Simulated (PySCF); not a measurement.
A geometry optimisation, step by step.

Compound: CH₉GaN₂.
SMILES with atom numbers: `[CH3:1][NH:2][GaH2-:3][NH3+:4]` (hydrogens: H5, H6, H7 on C1; H8 on N2; H9, H10 on Ga3; H11, H12, H13 on N4)

Computed by this run: PBE0-D3(BJ)/def2-SVP geometry optimisation, gas phase (PySCF 2.14.0); density fitting, grid level 1; the optimiser is geomeTRIC in internal coordinates, started from a GFN2-xTB structure with every atom displaced at random (about 0.01 Å). The frame can shift and turn from step to step; on so coarse a grid that alone can change the energy by a few meV, and forces under 0.02 eV/Å are noise.

Step 0: E = -56520.8089 eV, largest atomic force 2.261 eV/Å
```
atom  x, y, z in Å  |  force x, y, z in eV/Å
C1      1.974    0.374    0.002   -2.187   0.543  -0.187
N2      0.940   -0.600    0.349    1.261   0.394   0.151
Ga3    -0.612   -0.948   -0.581    0.265   0.055   0.423
N4     -1.881    0.566    0.293   -1.544  -0.783   0.489
H5      1.562    1.011   -0.826    0.487  -0.226   0.364
H6      2.180    1.061    0.845    0.231   0.050  -0.008
H7      2.902   -0.055   -0.341    0.842  -0.381  -0.285
H8      1.349   -1.262    0.999   -0.436  -0.234   0.045
H9     -1.348   -2.204   -0.105   -0.374  -0.592   0.230
H10    -0.701   -0.432   -2.013    0.001   0.333  -0.833
H11    -2.009    0.392    1.306    0.300   0.232  -0.606
H12    -2.841    0.594   -0.101    0.688  -0.129   0.151
H13    -1.509    1.487    0.161    0.465   0.737   0.065
```

Step 1: E = -56520.9312 eV, largest atomic force 0.506 eV/Å
```
atom  x, y, z in Å  |  force x, y, z in eV/Å
C1      1.951    0.415   -0.030    0.180  -0.035  -0.118
N2      0.933   -0.539    0.300   -0.194  -0.151  -0.016
Ga3    -0.630   -0.952   -0.635    0.009   0.028  -0.112
N4     -1.900    0.534    0.354   -0.018   0.255  -0.437
H5      1.624    1.047   -0.873   -0.023   0.027  -0.031
H6      2.190    1.111    0.803    0.029  -0.024  -0.018
H7      2.918   -0.039   -0.353   -0.175   0.082   0.078
H8      1.257   -1.236    0.962   -0.023   0.018   0.033
H9     -1.364   -2.261   -0.097    0.106   0.155  -0.070
H10    -0.754   -0.446   -2.143    0.039  -0.034   0.220
H11    -1.795    0.284    1.328   -0.004   0.029   0.414
H12    -2.896    0.568    0.131    0.055  -0.121   0.001
H13    -1.532    1.482    0.233    0.019  -0.230   0.056
```

Step 2: E = -56520.9450 eV, largest atomic force 0.171 eV/Å
```
atom  x, y, z in Å  |  force x, y, z in eV/Å
C1      1.926    0.406   -0.043    0.150  -0.048   0.046
N2      0.929   -0.553    0.342   -0.126   0.042  -0.108
Ga3    -0.607   -0.937   -0.628   -0.096  -0.072   0.006
N4     -1.890    0.532    0.356    0.028  -0.039   0.070
H5      1.566    1.012   -0.893   -0.016  -0.013   0.017
H6      2.185    1.125    0.763    0.012   0.001   0.003
H7      2.883   -0.044   -0.379   -0.012   0.020   0.008
H8      1.256   -1.243    1.009    0.048   0.073  -0.011
H9     -1.350   -2.243   -0.134   -0.009  -0.002  -0.028
H10    -0.691   -0.403   -2.114    0.028   0.031   0.045
H11    -1.816    0.283    1.344   -0.038   0.078  -0.024
H12    -2.878    0.561    0.104    0.003  -0.049  -0.016
H13    -1.511    1.473    0.253    0.026  -0.020  -0.008
```

Step 3: E = -56520.9501 eV, largest atomic force 0.274 eV/Å
```
atom  x, y, z in Å  |  force x, y, z in eV/Å
C1      1.945    0.406   -0.043   -0.049   0.008  -0.043
N2      0.924   -0.537    0.324    0.078   0.020   0.034
Ga3    -0.618   -0.939   -0.625   -0.046   0.020  -0.004
N4     -1.901    0.523    0.359    0.025  -0.139   0.235
H5      1.606    1.020   -0.896    0.005   0.000   0.018
H6      2.207    1.118    0.768   -0.018  -0.004   0.014
H7      2.899   -0.057   -0.365    0.040  -0.037  -0.023
H8      1.250   -1.221    0.998   -0.002   0.001   0.043
H9     -1.361   -2.242   -0.140   -0.004  -0.052   0.010
H10    -0.705   -0.398   -2.100    0.003   0.056  -0.068
H11    -1.833    0.296    1.355   -0.037   0.065  -0.141
H12    -2.887    0.538    0.101   -0.015  -0.003  -0.027
H13    -1.524    1.461    0.244    0.020   0.066  -0.048
```

Step 4: E = -56520.9537 eV, largest atomic force 0.128 eV/Å
```
atom  x, y, z in Å  |  force x, y, z in eV/Å
C1      1.954    0.401   -0.047   -0.038   0.004  -0.021
N2      0.927   -0.532    0.331    0.049   0.005   0.012
Ga3    -0.617   -0.931   -0.621   -0.006   0.008   0.011
N4     -1.912    0.519    0.364    0.015  -0.069   0.107
H5      1.616    1.012   -0.901    0.005   0.006   0.006
H6      2.222    1.115    0.760   -0.005  -0.001   0.004
H7      2.903   -0.073   -0.368    0.026  -0.021  -0.018
H8      1.252   -1.210    1.010   -0.022  -0.002   0.030
H9     -1.355   -2.245   -0.151   -0.002  -0.030   0.000
H10    -0.698   -0.372   -2.093   -0.001   0.040  -0.036
H11    -1.857    0.304    1.360   -0.016   0.021  -0.025
H12    -2.895    0.523    0.093   -0.001   0.008  -0.026
H13    -1.539    1.459    0.243   -0.004   0.032  -0.044
```

Step 5: E = -56520.9583 eV, largest atomic force 0.052 eV/Å
```
atom  x, y, z in Å  |  force x, y, z in eV/Å
C1      1.976    0.386   -0.057   -0.014  -0.018   0.017
N2      0.932   -0.517    0.350    0.023   0.010  -0.027
Ga3    -0.611   -0.911   -0.609    0.043  -0.009   0.018
N4     -1.939    0.505    0.376   -0.004   0.024  -0.030
H5      1.642    0.990   -0.917   -0.002   0.004  -0.004
H6      2.267    1.108    0.736    0.006  -0.005  -0.004
H7      2.911   -0.117   -0.379   -0.002   0.006  -0.004
H8      1.248   -1.183    1.047   -0.034   0.000   0.007
H9     -1.339   -2.247   -0.184    0.002   0.006  -0.011
H10    -0.676   -0.298   -2.065   -0.011   0.002   0.009
H11    -1.920    0.320    1.377    0.009  -0.017   0.048
H12    -2.911    0.483    0.066    0.004   0.011  -0.007
H13    -1.580    1.449    0.239   -0.021  -0.013  -0.013
```

Step 6: E = -56520.9588 eV, largest atomic force 0.036 eV/Å
```
atom  x, y, z in Å  |  force x, y, z in eV/Å
C1      1.984    0.381   -0.057   -0.006  -0.009   0.007
N2      0.934   -0.512    0.352    0.013   0.000  -0.018
Ga3    -0.608   -0.904   -0.607    0.035  -0.004   0.007
N4     -1.947    0.502    0.378   -0.010   0.021  -0.023
H5      1.654    0.986   -0.919    0.000   0.003   0.000
H6      2.281    1.103    0.733    0.005  -0.003  -0.001
H7      2.915   -0.129   -0.380   -0.003   0.005  -0.002
H8      1.242   -1.175    1.054   -0.023   0.001   0.008
H9     -1.333   -2.246   -0.192   -0.002   0.005  -0.008
H10    -0.675   -0.281   -2.059   -0.009  -0.003   0.009
H11    -1.934    0.323    1.381    0.008  -0.009   0.019
H12    -2.916    0.473    0.060    0.002   0.002   0.002
H13    -1.594    1.448    0.235   -0.010  -0.007  -0.001
```

Step 7: E = -56520.9591 eV, largest atomic force under 0.02 eV/Å
```
atom  x, y, z in Å  |  force x, y, z in eV/Å
C1      1.992    0.377   -0.056    0.004   0.000  -0.003
N2      0.935   -0.507    0.353    0.000  -0.009  -0.004
Ga3    -0.605   -0.898   -0.607    0.012   0.003  -0.005
N4     -1.955    0.500    0.377   -0.007   0.009  -0.009
H5      1.668    0.984   -0.918   -0.002   0.001   0.004
H6      2.295    1.097    0.734    0.001  -0.002   0.003
H7      2.920   -0.140   -0.378   -0.002   0.000  -0.001
H8      1.232   -1.169    1.061   -0.003   0.006   0.007
H9     -1.328   -2.243   -0.200   -0.004   0.000  -0.003
H10    -0.677   -0.269   -2.056   -0.002  -0.003   0.002
H11    -1.943    0.325    1.382    0.004  -0.001  -0.006
H12    -2.923    0.463    0.057   -0.001  -0.007   0.008
H13    -1.610    1.448    0.231    0.001   0.002   0.007
```

**Question.** Summarise the path.

**Answer.** The energy falls by 14.49 kJ/mol from step 0 to step 7; nine tenths of that is first reached at step 2. It falls at every step. The largest force goes from 2.261 to under 0.02 eV/Å. Among the bonds Ga3–H10 changes most, from 1.525 to 1.581 Å; the atoms move by 0.123 Å rms after alignment.

The cost below is that of the whole optimisation. On one thread, Arm Neoverse V1 (aarch64), shared host, this took 48 s of wall time and 0.51 GiB of memory at its peak.
